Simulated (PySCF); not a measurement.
Symmetry of computed structures. The calculation used PBE0/pcSseg-1 in PySCF (dipole) on a GFN2-xTB geometry, gas phase. The symmetry is that of the one conformer found, every atom within 0.08 Å of its image; none is proved a minimum here.

(1) Point group, rotor type and polarity of `N#CC1[SiH2]C[SiH2]1`?

(2) cyanoallene (`C=C=CC#N`): symmetry, top, dipole?

(3) What symmetry has `[CH3:1][CH2:2][CH2:3][Si@H:4]([CH2:5][CH3:6])[CH2:7][Cl:8]` with C1–C2–C3–Si4 179°, C2–C3–Si4–C5 176°, C3–Si4–C5–C6 62°, C3–Si4–C7–Cl8 56°?

(4) `[OH:1][CH2:2][PH:3][CH2:4][c:5]1[cH:6][cH:7][cH:8][cH:9][cH:10]1` with H–O1–C2–P3 63°, O1–C2–P3–C4 74°, C2–P3–C4–C5 168°, P3–C4–C5–C6 84°: symmetry, top, dipole?

(5) What symmetry has `[CH2:1]=[CH:2][CH2:3][p:4]1[cH:5][cH:6][c:7]([O:8][CH3:9])[cH:10]1` with C1–C2–C3–P4 109°, C2–C3–P4–C5 -77°, C6–C7–O8–C9 180°?

(6) `[CH2:1]=[P@@:2]1([c:3]2[cH:4][cH:5][cH:6][o:7]2)[CH2:8][C@H:9]1[CH3:10]` with C1–P2–C3–C4 178°: symmetry, top, dipole?

(7) What symmetry has `[F:1][c:2]1[cH:3][cH:4][cH:5][cH:6][c:7]1-[n:8]1[n:9][cH:10][cH:11][n:12]1` with C6–C7–N8–N9 180°?

## Answers

(1) Cs; asymmetric top; symmetry number 1; 2 operations, which sort the 13 atoms into 10 sets; dipole 4.86 D, in the ac plane, which is the mirror; A, B, C = 3346, 1961, 1385 MHz.

(2) Cs; near-prolate asymmetric top; symmetry number 1; 2 operations, which sort the 8 atoms into 7 sets; dipole 4.39 D, in the ab plane, which is the mirror; A, B, C = 25695, 2764, 2538 MHz.

(3) C1; asymmetric top; symmetry number 1; this conformer is chiral (no improper operation); dipole 1.61 D; A, B, C = 1198, 970.3, 621.2 MHz.

(4) C1; near-prolate asymmetric top; symmetry number 1; this conformer is chiral (no improper operation); dipole 0.86 D; A, B, C = 3392, 506.3, 478.8 MHz.

(5) C1; near-prolate asymmetric top; symmetry number 1; this conformer is chiral (no improper operation); dipole 1.57 D; A, B, C = 2823, 594.1, 561.5 MHz.

(6) C1; asymmetric top; symmetry number 1; this conformer is chiral (no improper operation); dipole 3.46 D; A, B, C = 2499, 750.8, 642.5 MHz.

(7) Cs; asymmetric top; symmetry number 1; 2 operations, which sort the 18 atoms into 18 sets; dipole 1.26 D, in the ab plane, which is the mirror; A, B, C = 2192, 743.9, 555.4 MHz.
